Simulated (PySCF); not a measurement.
Broadened absorption spectrum of C3H9NSi

Compound: C3H9NSi.
SMILES: `CN[SiH]1CC1`

Computed with TDDFT wB97X-D/def2-SVPD, vertical, gas phase, core orbitals frozen in the response in PySCF 2.14.0, density-fitted response routines. One conformer (not necessarily the lowest) at the GFN2-xTB geometry, without solvent, vibrations or thermal averaging. Torsions of this conformer, `[CH3:1][NH:2][SiH:3]1[CH2:4][CH2:5]1`: C1–N2–Si3–C4 95°.

Broadening: Gaussians 0.5 eV wide at half height, area fixed by f = 4.319×10⁻⁹ ∫ε dν̃. The width is an assumption, not a result. The curve ends short of the highest state used, and states not computed would add to its high-energy end.

λ (nm), ε (L mol⁻¹ cm⁻¹) and a bar:
```
    173.8       3591 ############
    174.8       4171 ##############
    175.8       4802 ################
    176.8       5450 ###################
    177.8       6077 #####################
    178.8       6656 #######################
    179.8       7163 ########################
    180.8       7589 ##########################
    181.8       7932 ###########################
    182.8       8201 ############################
    183.8       8408 #############################
    184.8       8566 #############################
    185.8       8685 ##############################
    186.8       8769 ##############################
    187.8       8816 ##############################
    188.8       8815 ##############################
    189.8       8755 ##############################
    190.9       8604 #############################
    191.9       8378 #############################
    192.9       8063 ###########################
    193.9       7659 ##########################
    194.9       7175 ########################
    195.9       6626 #######################
    196.9       6030 #####################
    197.9       5409 ##################
    198.9       4782 ################
    199.9       4169 ##############
    200.9       3586 ############
    201.9       3045 ##########
    202.9       2554 #########
    203.9       2118 #######
    204.9       1737 ######
    205.9       1411 #####
    206.9       1134 ####
    207.9        904 ###
    208.9        714 ##
    209.9        560 ##
    210.9        435 #
    211.9        336 #
    212.9        257 #
    213.9        195 #
    214.9        147 
    215.9        110 
    216.9         82 
    217.9         60 
    218.9         44 
    219.9         32 
    220.9         23 
    221.9         16 
    222.9         11 
    223.9          8 
    224.9          6 
    225.9          4 
    226.9          3 
    227.9          2 
    228.9          1
```

Q: Where are the band maxima, and which computed states make them?

A: 188 nm (6.58 eV), ε about 8800, made up of S2 (46%), S3 (22%), S4 (20%) and S5 (11%) (ε in L mol⁻¹ cm⁻¹; maxima over ε = 5, shares over 10%). The states used: S1 6.17 eV (f 0.011); S2 6.42 eV (f 0.099); S3 6.57 eV (f 0.036); S4 6.81 eV (f 0.057); S5 6.90 eV (f 0.055); S6 7.18 eV (f 0.013); S7 7.61 eV (f 0.042); S8 7.73 eV (f 0.026).

Q: Coming from long wavelengths, where does ε first pass 100 L mol⁻¹ cm⁻¹?

A: At about 216 nm (5.73 eV), 0.43 eV below S1.

Q: What would ε be at 6.58 eV, the highest of these maxima, with half the width (0.25 eV)?

A: About 8230 L mol⁻¹ cm⁻¹ against 8820, a factor of about 0.9; a lone state at its own centre would give exactly 2.

Q: On this curve, what absorbance would a 10⁻⁵ mol/L sample give at 193 nm over a 1 cm path?

A: 193 nm is 6.424 eV, where ε is about 8000 L mol⁻¹ cm⁻¹, so A = ε c l ≈ 0.08 (Beer–Lambert, with the gas-phase spectrum and the assumed width).

Hardware: Arm Neoverse V2, one thread (shared host). Cost: 30 s.
